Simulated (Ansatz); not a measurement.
Input file for ClF2Si (`F[Si](F)Cl`) radical:

```yaml
crystal:
  periodic: [false, false, false]
  atoms:
    - {symbol: F, position_ang: [1.308150, 0.128960, 0.798038]}
    - {symbol: Si, position_ang: [0.221247, -0.316488, -0.265662]}
    - {symbol: F, position_ang: [-0.871824, -1.157375, 0.514943]}
    - {symbol: Cl, position_ang: [-0.657583, 1.344904, -1.047309]}
basis:
  gaussian: {orbitals: def2-TZVPP}
magnetization: {spin_polarized: true, initial_magnetization: 1}
correlation: {method: ccsd_t}
scf: {omitted_lower_state_checks: [cluster_reference]}
output: {orbitals: {seedname: orbitals}}
```

```sh
$ ansatz run in.yaml --threads 2 --pin off --events-out ev --progress --plain
```

The program prints (abridged):

```
Functional definition: HF
915 factors; integrals over basis functions are off by at most 6.3e-4 eV
mean field evaluation 1: about -25782.1270 eV, gradient 2.6e1 eV
mean field evaluation 2: about -25782.1339 eV, gradient 2.6e1 eV
mean field evaluation 4: about -25784.7797 eV, gradient 2.3e0 eV
mean field evaluation 8: about -25784.8650 eV, gradient 1.6e-1 eV
mean field -25784.86543760 eV, -947.5763272224 hartree, gradient 3.8e-6 eV, S^2 0.753488; 0 other end points of the search recorded, 0 dependent functions left out
12 core orbitals not correlated: weight in the atoms' cores, before any rotation towards them, 1.000 or more for the frozen orbitals, at most 0.000 for the correlated occupied ones
reference -25784.86543760 eV, -947.5763272224 hartree; 13, 12 occupied and 121, 122 virtual orbitals, 915 factors
second order -21.10213314 eV of doubles, -0.00000000 eV of singles
cycle   1  -21.09445346 eV  change    7.7e-3 eV  update   9.3e-2
cycle   2  -21.50181565 eV  change   -4.1e-1 eV  update   2.8e-2
cycle   3  -21.60836836 eV  change   -1.1e-1 eV  update   1.5e-2
cycle   4  -21.59766344 eV  change    1.1e-2 eV  update   4.3e-3
cycle   5  -21.59436808 eV  change    3.3e-3 eV  update   2.0e-3
cycle   6  -21.59562409 eV  change   -1.3e-3 eV  update   7.4e-4
cycle   7  -21.59561477 eV  change    9.3e-6 eV  update   3.0e-4
cycle   8  -21.59562492 eV  change   -1.0e-5 eV  update   1.0e-4
cycle   9  -21.59566714 eV  change   -4.2e-5 eV  update   3.9e-5
cycle  10  -21.59564606 eV  change    2.1e-5 eV  update   1.7e-5
perturbative correction -0.72319563 eV, -0.0265769491 hartree
Total energy: -25807.18427929 eV, -948.3965295260 hartree
Checks for a lower state left out: cluster_reference
```

Run time 51 s (2 threads of a server CPU on a shared host); peak host memory 1.4 GiB.

The correlation energy is -22.319 eV, 3.2 % of it from (T); the T1 diagnostic reads 0.0133.
